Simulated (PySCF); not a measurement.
SnFI, SMILES [F][Sn][I] (connectivity only; charge and spin as stated), neutral, multiplicity 1.

Coordinates come from a B3LYP-D3(BJ)/def2-TZVP optimisation. The def2 effective core potentials stand for the cores of I, Sn; spin–orbit coupling is left out.

These are B3LYP/def2-TZVPD (PySCF) values and carry that method's errors.

Symmetry labels are those of the subgroup Cs that the program uses (full group Cs).

Computed valence orbital energies around the gap with their symmetry:
```
orbital  symmetry  energy (eV)
-------  --------  -----------
HOMO−7         A'       -18.75
HOMO−6         A'       -13.55
HOMO−5         A'       -10.71
HOMO−4         A"       -10.68
HOMO−3         A'       -10.27
HOMO−2         A'        -7.69
HOMO−1         A"        -7.62
HOMO           A'        -7.37
LUMO           A"        -3.39
LUMO+1         A'        -1.48
LUMO+2         A'        -1.15
LUMO+3         A'        -0.01
```
